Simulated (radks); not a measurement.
Kinetic energies: the exact non-interacting value of the Kohn-Sham orbitals and orbital-free approximations, as 100 (|E| - |E exact|)/|E exact|, negative where the magnitude is too small. Species: Cd2+ [Kr] 4d10; Au+ [Xe] 4f14 5d10; Ga3+ [Ar] 3d10; He [He]; Ge3+ [Ar] 3d10 4s1. All-electron calculation, non-relativistic Kohn-Sham, LDA (Slater exchange, Perdew-Wang correlation), spin-polarised, spherical densities, point nucleus. Program: a radial shooting solver on a logarithmic mesh with Libxc functionals. Every spin shell is full or empty, so the densities are truly spherical. Functionals are evaluated on that one density, not self-consistently.

\begin{tabular}{lrrrrr}
functional & Cd2+ & Au+ & Ga3+ & He & Ge3+ \\ \hline
exact (hartree) & 5458.19 & 17854.4 & 1917.82 & 2.76739 & 2069.74 \\
Thomas-Fermi & -5.36 & -4.65 & -6.27 & -11.27 & -6.19 \\
von Weizsacker & -57.92 & -64.47 & -51.21 & 0.00 & -51.73 \\
TF + vW & +36.72 & +30.88 & +42.52 & +88.73 & +42.09 \\
TF + vW/5 & +3.06 & +2.46 & +3.49 & +8.73 & +3.47 \\
APBEK & +0.12 & +0.03 & -0.01 & -0.53 & +0.02 \\
revAPBEK & +0.31 & +0.17 & +0.23 & +0.35 & +0.25 \\
Perdew 92 & -0.67 & -0.69 & -0.84 & -0.14 & -0.81 \\
Thakkar & -0.56 & -0.79 & -0.55 & -0.15 & -0.54 \\
Pearson & -0.93 & -0.85 & -1.27 & -4.93 & -1.22 \\
PG1 & +15.30 & +12.44 & +18.26 & +51.12 & +18.04 \\
DePristo-Kress & -0.09 & -0.21 & -0.19 & -0.37 & -0.16 \\
Ernzerhof & -0.39 & -0.49 & -0.47 & +3.08 & -0.45 \\
\end{tabular}
